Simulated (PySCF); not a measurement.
# UHF on Li (lithium, neutral)

Configuration: [He] 2s1, 2S determinant. Computed with PySCF 2.14 in pcseg-2 (4s2p1d, 15 functions), with the non-relativistic Hamiltonian (point nucleus).

```
Total energy                                     : -7.430741 hartree
One-electron energy                              : -9.7046 hartree
Hartree (Coulomb) energy                         : 4.0454 hartree
Exchange energy                                  : -1.7716 hartree
Kinetic energy                                   : 7.43229 hartree
⟨S²⟩                                             : 0.7500
⟨L²⟩                                             : 0.000
Sum of ⟨r⟩                                       : 5.044 bohr
Sum of ⟨r²⟩                                      : 18.95 bohr²
Density at the nucleus (Gaussians lack the cusp) : 13.5 bohr⁻³
Spin density at the nucleus                      : 0.238 bohr⁻³
Langevin diamagnetic susceptibility              : -15.0 ×10⁻⁶ cm³/mol
Time after the integrals                         : 0.03 s of wall time on 1 thread of Neoverse-V2 (shared host)
```

```csv
shell,electrons,mean orbital energy (eV),"rms radius, mean of both spins (bohr)"
1s α,1,-67.733,0.676
1s β,1,-67.256,0.676
2s α,1,-5.338,4.25
```
